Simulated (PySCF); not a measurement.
**[SeF3]-, singlet: molecular constants**

All numbers come from PBE0 in PySCF with Se def2-TZVPD, F def2-TZVPD; no relativity; density-fitted integrals.

The structure is a higher-order saddle point with 2 imaginary modes (one degenerate set).

```
Point group                                                                   : D3h
Bond lengths                                                                  : Se–F 1.925 Å (×3)
Bond angles                                                                   : F–Se–F 120.0° (×3)
Dipole moment about the centre of mass                                        : 0.00 D
Rotational constants                                                          : 0.1596, 0.1596, 0.07982 cm⁻¹
Principal polarisabilities                                                    : 38.7, 51.0, 51.0 bohr³
Zero-point energy (real modes)                                                : 9.7 kJ/mol
Lowest empty level                                                            : 3.52 eV
Principal quadrupole moments (Buckingham, traceless) about the centre of mass : -4.57, -4.57, 9.14 D Å
Highest occupied level                                                        : -1.32 eV
```

Harmonic modes (masses in u: Se 79.917, F 18.998):
| symmetry | ω (cm⁻¹) | IR (km/mol, summed over degenerate members) | type |
| --- | --- | --- | --- |
| e' | 86i | – | bend |
| a2'' | 289 | 20.2 | bend |
| e' | 418 | 567 | stretch |
| a1' | 491 | 0.0 | stretch |

In D3h the vibrations span 2e' + a2'' + a1'. The a1' mode carries no infrared intensity, as symmetry demands.

Charges (e); Mulliken and Löwdin values are unreliable with diffuse functions:
```csv
atom,Mulliken,Löwdin,polar tensor,Mayer order to Se1
Se1,0.55,1.09,1.43,–
"F2,3,4",-0.52,-0.70,-0.81,0.52
```

Mulliken populations on Se1: s 8.12, p 15.04, d 10.23, f 0.06.

Outer orbital energies (eV). occupied: -6.43, -5.87, -5.87, -5.70, -5.70, -5.55, -3.50, -1.32; empty: 3.52, 3.52, 4.38, 4.54.

This need not be the most stable arrangement of these atoms. The lowest empty level of this anion is unbound, so it and the gap depend on the basis. At this level a singlet minimum of C2v symmetry lies 55 kJ/mol below this structure.

The final relaxation and frequency run took about 3 core-minutes on a shared host.
